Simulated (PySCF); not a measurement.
How methods differ on the interval between two levels of Ir⁺

Ir⁺ [Xe] 4f14 5d7 6s1 [5F5, M_J = 5] → Ir⁺ [Xe] 4f14 5d6 6s1 6p1 [7F6, M_J = 6], as a difference of total energies. Calculation: PySCF 2.14, in x2c-TZVPall-2c (11s11p10d2f, 108 functions); the two-component X2C-1e Hamiltonian. Correlated levels: [Kr] 4d10 4f14 frozen; the 34 highest virtual spinors dropped. "Screened" scales the spin-orbit matrix elements by Boettger's factors to mimic the two-electron term; Breit and QED terms are absent.

```json
{"method": "GHF (screened spin-orbit)", "interval between two levels (cm⁻¹)": "49992"}
{"method": "GMP2 (screened spin-orbit)", "interval between two levels (cm⁻¹)": "57160"}
```

The labels give the starting determinants; with spin-orbit coupling the two ends relaxed to ⟨J²⟩ = 30.01, ⟨L²⟩ = 12.79, ⟨S²⟩ = 5.84 and ⟨J²⟩ = 42.04, ⟨L²⟩ = 13.45, ⟨S²⟩ = 11.22.
